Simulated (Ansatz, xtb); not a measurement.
Relative energy of two conformers of C2H4I2

Structure a: `ICCI`, a singlet. Structure b: `ICCI`, a singlet. Both are isolated molecules in the gas phase, relaxed with r2SCAN-D4/def2-SVP.

a (Å):

```csv
atom,x (Å),y (Å),z (Å)
C,-0.4251,0.1711,-2.2055
C,0.4645,-1.0215,-1.9851
I,-2.3960,-0.0030,-1.3068
I,1.1082,-1.2910,0.0730
H,0.0021,1.1014,-1.8083
H,-0.6220,0.2907,-3.2820
H,-0.0110,-1.9679,-2.2746
H,1.3994,-0.8945,-2.5525
```

b (Å):

```xyz
8

C    -0.2102   -2.1455   -0.9563
C     0.1617   -2.3147    0.4854
I    -2.3211   -2.6788   -1.2172
I     2.2727   -1.7813    0.7463
H     0.3419   -2.8154   -1.6272
H    -0.1292   -1.1085   -1.3053
H     0.0808   -3.3517    0.8344
H    -0.3903   -1.6448    1.1563
```

Q: Estimate E(b) − E(a) at the level CCSD(T)/def2-SVP + ΔMP2/def2-TZVPP.

A: Calculated at CCSD(T)/def2-SVP + ΔMP2/def2-TZVPP: E(b) − E(a) = −9.4 kJ/mol, so structure b lies lower.

The same difference at several levels:

```tsv
level	geometry	E(b) − E(a) (kJ/mol)	departure from the last row (kJ/mol)	job, with rough time for the two
r2SCAN-D4/def2-SVP	r2SCAN-D4/def2-SVP	−11.6	−2.2	optimisation, 31 s
HF/def2-SVP	r2SCAN-D4/def2-SVP	−13.1	−3.7	part of the CCSD(T) run
MP2/def2-SVP	r2SCAN-D4/def2-SVP	−9.6	−0.3	part of the CCSD(T) run
CCSD(T)/def2-SVP	r2SCAN-D4/def2-SVP	−10.3	−0.9	single point
CCSD(T)/def2-SVP + ΔMP2/def2-TZVPP	r2SCAN-D4/def2-SVP	−9.4		single point, 52 s
```

None of the levels shown reverses the order. The largest departure from CCSD(T)/def2-SVP + ΔMP2/def2-TZVPP is that of HF/def2-SVP, 3.7 kJ/mol. Levels run at GFN2-xTB geometries aren't shown. The last row adds to CCSD(T) the change of the MP2 difference between the two basis sets, here +0.9 kJ/mol.

With harmonic frequencies from r2SCAN-D4/def2-SVP (ideal gas, rigid rotor, one conformer each, 298.15 K, 1 atm): on the last row, ΔE + ΔZPE = −9.1, ΔH = −8.5, ΔG = −9.1 kJ/mol.

The correlated steps freeze 10 core orbitals; the filled d shell of I is correlated, in a basis made for valence electrons. Atoms past krypton carry core potentials in the def2 sets and no spin–orbit term is included. Mirror images aren't counted in ΔG. Programs: Ansatz 0.2.0; the last row on 2 threads of Arm Neoverse V1 on a shared host.
